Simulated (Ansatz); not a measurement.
Basis-set series for `C[CH]1[CH2][SbH]1`. The species carries charge 0 and has multiplicity 1. Sb takes the def2 core potential. All single points use the PBE0-D4/def2-TZVP geometry.

```csv
functional,basis,functions,energy (Eh),HOMO (eV),LUMO (eV)
PBE0-D4,def2-SVP,103,-358.52385,-6.03,-0.20
PBE0-D4,def2-QZVPP,463,-358.67186,-6.07,-0.51
ωB97M-V,def2-SVP,103,-358.53611,-7.99,1.68
ωB97M-V,def2-QZVPP,463,-358.69356,-8.04,1.08
```

(1) Give the rows for def2-TZVPP. (Best estimate.)

## Answers

(1) Ansatz gave: 
```json
{"functional": "PBE0-D4", "basis": "def2-TZVPP", "functions": "241", "energy (Eh)": "-358.66320", "HOMO (eV)": "-6.06", "LUMO (eV)": "-0.45"}
{"functional": "ωB97M-V", "basis": "def2-TZVPP", "functions": "241", "energy (Eh)": "-358.68488", "HOMO (eV)": "-8.04", "LUMO (eV)": "1.26"}
```

Positive LUMOs are unbound and depend on the basis.
